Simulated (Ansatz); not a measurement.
`C[CH](C)[Zn][F]`. The species carries charge 0 and has multiplicity 1.

```xyz
12

C     0.766   -1.143    0.223
C     0.104    0.226    0.346
C     0.147    0.982   -0.978
Zn   -1.699    0.102    1.057
F    -3.331   -0.008    1.704
H     0.806   -1.677    1.176
H     0.245   -1.785   -0.492
H     1.797   -1.037   -0.136
H     0.656    0.809    1.093
H    -0.263    1.992   -0.898
H    -0.410    0.462   -1.763
H     1.182    1.076   -1.331
```

(1) List the harmonic frequencies (cm⁻¹, unscaled) at PBE0-D4/def2-TZVP in Ansatz. (An estimate is asked.)

(2) Is this a minimum?

(3) Give the ideal-gas thermochemistry at 298.15 K and 1 bar (rigid rotor, harmonic oscillator; point group Cs, symmetry number 1).

(4) And at 400, 500, 600, 800 and 1000 K?

Results:

(1) Computed: 93, 106, 240, 245, 246, 269, 381, 505, 670, 901, 922, 985, 1000, 1115, 1181, 1228, 1332, 1396, 1414, 1476, 1489, 1494, 1500, 3017, 3018, 3035, 3084, 3085, 3113, 3114.

(2) Yes, all 30 modes are real.

(3) Zero-point energy 249.2 kJ/mol; H(298) − E = 270.6 kJ/mol; entropy 352.1 J/(mol·K), of which translation 169.3, rotation 113.4, vibration 69.4; G(298) − E = 165.6 kJ/mol. Modes under 100 cm⁻¹ are hindered rotations or soft bends, so the harmonic entropy is rough.

(4) 
```
T (K)  H − E (kJ/mol)  S (J/mol/K)  G − E (kJ/mol)
  400           282.6        386.6           127.9
  500           296.5        417.5            87.7
  600           312.1        446.0            44.5
  800           347.8        497.1           -49.9
 1000           387.9        541.9          -153.9
```
